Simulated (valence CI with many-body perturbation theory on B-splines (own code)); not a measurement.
## E1 line list for Lu57+

Level of theory: configuration interaction combined with many-body perturbation theory (CI+MBPT): four valence electrons over a frozen Dirac-Fock core [Ne], radial functions for each j: 11 s, 11 p, 9 d, 7 f, 5 g, 2 h, 1 i, with the one-electron correlation potential Σ1, the two-electron term Σ2, the three-electron term Σ3, Breit, model QED; selected CI, second order for the rest (own B-spline code, finite nucleus).

No measured spectrum was set against this ion. As an estimate, large intervals hold to a few tenths of a per cent, small ones and those within an open d or f shell to about a per cent.

Lines 201 to 235 of 235 in falling wavelength, among levels below 1100.4 eV, chosen from the strongest by gf and those to the six lowest levels. Wavelengths and rates use the calculated energies. Electric multipoles are in the length gauge, E1 and E2 with the static RPA response of the core. Weak lines are less certain than strong ones. Lines between different terms over intervals too small for the method are left out, as are lines whose strength nearly cancels. The highest levels of a list are the least certain.

Levels are named by their leading jj configuration (3d3/2^4 stands for four electrons in 3d with j = 3/2), which in mixed levels can hold well under half, so a name can repeat and another be missing. Letters in brackets count levels of one name in rising energy.

| λ vac (nm) | Upper | Lower | A (s⁻¹) | S (a.u.) |
| --- | --- | --- | --- | --- |
| 2.167 | (3s 3p1/2 3p3/2 3d5/2) J=2 [d] | (3s^2 3p1/2 3d3/2) J=2 | 3.38e+09 | 8.50e-05 |
| 2.167 | (3s^2 3p3/2 3d5/2) J=2 | (3s^2 3p1/2 3p3/2) J=2 | 1.40e+10 | 3.51e-04 |
| 2.164 | (3s 3p1/2 3p3/2 3d5/2) J=3 [a] | (3s 3p1/2^2 3p3/2) J=2 | 8.60e+10 | 3.01e-03 |
| 2.154 | (3s 3p1/2 3p3/2 3d5/2) J=1 [b] | (3s 3p1/2^2 3p3/2) J=1 | 3.46e+10 | 5.13e-04 |
| 2.152 | (3s^2 3d3/2^2) J=2 | (3s 3p1/2^2 3p3/2) J=1 | 1.15e+10 | 2.82e-04 |
| 2.134 | (3s^2 3p3/2 3d5/2) J=2 | (3s^2 3p1/2 3p3/2) J=1 | 4.93e+08 | 1.18e-05 |
| 2.127 | (3s 3p1/2 3p3/2 3d5/2) J=3 [b] | (3s 3p1/2^2 3p3/2) J=2 | 3.74e+10 | 1.24e-03 |
| 2.126 | (3s 3p1/2 3p3/2 3d5/2) J=1 [a] | (3s 3p1/2^2 3p3/2) J=2 | 3.68e+09 | 5.23e-05 |
| 2.112 | (3s 3p1/2 3p3/2 3d5/2) J=1 [c] | (3s 3p1/2^2 3p3/2) J=1 | 1.91e+09 | 2.66e-05 |
| 2.111 | (3s 3p1/2 3p3/2 3d5/2) J=2 [b] | (3s 3p1/2^2 3p3/2) J=2 | 7.57e+10 | 1.76e-03 |
| 2.102 | (3s 3p1/2 3p3/2 3d5/2) J=2 [c] | (3s 3p1/2^2 3p3/2) J=1 | 1.74e+10 | 3.98e-04 |
| 2.102 | (3s 3p1/2 3p3/2 3d5/2) J=0 | (3s 3p1/2^2 3p3/2) J=1 | 4.48e+11 | 2.05e-03 |
| 2.084 | (3s^2 3p3/2 3d5/2) J=3 | (3s^2 3p1/2 3p3/2) J=2 | 3.08e+09 | 9.64e-05 |
| 2.077 | (3s 3p1/2 3p3/2 3d5/2) J=2 [d] | (3s 3p1/2^2 3p3/2) J=1 | 2.73e+10 | 6.03e-04 |
| 2.077 | (3s 3p1/2 3p3/2 3d5/2) J=3 [c] | (3s 3p1/2^2 3p3/2) J=2 | 6.25e+10 | 1.94e-03 |
| 2.069 | (3s^2 3d3/2^2) J=0 | (3s 3p1/2^2 3p3/2) J=1 | 6.22e+09 | 2.72e-05 |
| 2.059 | (3s 3p1/2 3p3/2 3d5/2) J=1 [b] | (3s 3p1/2^2 3p3/2) J=2 | 3.40e+10 | 4.39e-04 |
| 2.057 | (3s^2 3d3/2^2) J=2 | (3s 3p1/2^2 3p3/2) J=2 | 1.95e+10 | 4.20e-04 |
| 2.052 | (3s^2 3p3/2 3d5/2) J=1 | (3s^2 3p1/2 3p3/2) J=2 | 3.10e+10 | 3.97e-04 |
| 2.043 | (3s^2 3d3/2 3d5/2) J=3 | (3s^2 3p1/2 3d3/2) J=2 | 8.37e+08 | 2.47e-05 |
| 2.022 | (3s^2 3p3/2 3d5/2) J=1 | (3s^2 3p1/2 3p3/2) J=1 | 4.49e+09 | 5.49e-05 |
| 2.020 | (3s 3p1/2 3p3/2 3d5/2) J=1 [c] | (3s 3p1/2^2 3p3/2) J=2 | 6.30e+09 | 7.70e-05 |
| 2.016 | (3s 3p1/2 3p3/2 3d5/2) J=3 [d] | (3s 3p1/2^2 3p3/2) J=2 | 9.01e+09 | 2.55e-04 |
| 2.012 | (3s 3p1/2 3p3/2 3d5/2) J=2 [c] | (3s 3p1/2^2 3p3/2) J=2 | 6.79e+09 | 1.36e-04 |
| 1.988 | (3s 3p1/2 3p3/2 3d5/2) J=2 [d] | (3s 3p1/2^2 3p3/2) J=2 | 6.02e+10 | 1.17e-03 |
| 1.884 | (3s^2 3d3/2 3d5/2) J=3 | (3s 3p1/2^2 3p3/2) J=2 | 2.40e+09 | 5.53e-05 |
| 1.649 | (3s 3p3/2^3) J=2 | (3s^2 3p1/2 3p3/2) J=2 | 4.96e+09 | 5.49e-05 |
| 1.630 | (3s 3p1/2 3p3/2^2) J=1 [a] | (3s^2 3p1/2^2) J=0 | 1.08e+09 | 6.94e-06 |
| 1.630 | (3s 3p3/2^3) J=2 | (3s^2 3p1/2 3p3/2) J=1 | 4.08e+08 | 4.35e-06 |
| 1.607 | (3s 3p1/2 3p3/2^2) J=1 [b] | (3s^2 3p1/2^2) J=0 | 5.43e+09 | 3.34e-05 |
| 1.582 | (3s 3p3/2^3) J=1 | (3s^2 3p1/2 3p3/2) J=2 | 5.91e+08 | 3.47e-06 |
| 1.564 | (3s 3p3/2^3) J=1 | (3s^2 3p1/2 3p3/2) J=1 | 4.85e+09 | 2.75e-05 |
| 1.519 | (3s^2 3p3/2 3d3/2) J=1 | (3s^2 3p1/2^2) J=0 | 6.87e+08 | 3.56e-06 |
| 1.382 | (3s^2 3p3/2 3d5/2) J=1 | (3s^2 3p1/2^2) J=0 | 2.39e+09 | 9.35e-06 |
| 1.152 | (3s 3p3/2^3) J=1 | (3s^2 3p1/2^2) J=0 | 5.53e+06 | 1.25e-08 |
